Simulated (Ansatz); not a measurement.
`Cl[SiH2]Br` → `Cl[Si]Br` + H₂ at 500 K and 1 bar (silylene formation by 1,1-elimination).

Isolated molecules relaxed with PBE0-D4/def2-TZVP in Ansatz; ΔE leaves out vibrations. CCSD(T)/CBS adds triple-zeta CCSD(T) − MP2 to the extrapolated MP2 energy (def2 sets, frozen cores). This one scheme is used for every species. For Br outer-core shells are correlated without core-valence functions, which leaves a few kJ/mol of doubt a bond. Scalar relativity is left out up to krypton.

```
     species  CCSD(T)/CBS energy (Eh)  H − E (kJ/mol)  S (J/(mol·K))
`Cl[SiH2]Br`              -3323.46904            80.9          341.7
  `Cl[Si]Br`              -3322.23177            30.4          327.5
          H₂                 -1.17544            41.0          145.5
```

H − E and S are ideal-gas, rigid-rotor, harmonic terms from PBE0-D4/def2-TZVP. The MP2-based limit puts H₂ 0.8 mEh under its directly extrapolated value; such offsets cancel only in part. 1 Eh = 2625.50 kJ/mol, R = 8.31446 J/(mol·K).

Q: By hand: ΔE, ΔH, ΔS and ΔG.

A: ΔE = (-3322.23177) + (-1.17544) − (-3323.46904) = 0.06183 Eh = 162.3 kJ/mol. Δ(H − E) = 30.4 + 41.0 − 80.9 = -9.5, so ΔH = 152.8 kJ/mol. ΔS = 327.5 + 145.5 − 341.7 = 131.3 J/(mol·K). ΔG = 152.8 − 500 × (131.3)/1000 = 87.2 kJ/mol.

Q: By hand: the equilibrium constant, and the temperature at which ΔG would vanish if ΔH and ΔS stayed fixed.

A: log₁₀ K = −ΔG/(RT ln 10) = -9.1. ΔG = 0 at ΔH/ΔS = 1164 K.

The number of gas molecules changes by +1, which sets the sign of ΔS. A doubt of 5 kJ/mol in ΔE shifts log₁₀ K by 0.5 here. These are equilibria of isolated gas molecules and say nothing of rates. Largest T1 diagnostic: 0.011 (customary marks: 0.02 for closed shells, 0.045 for open ones).
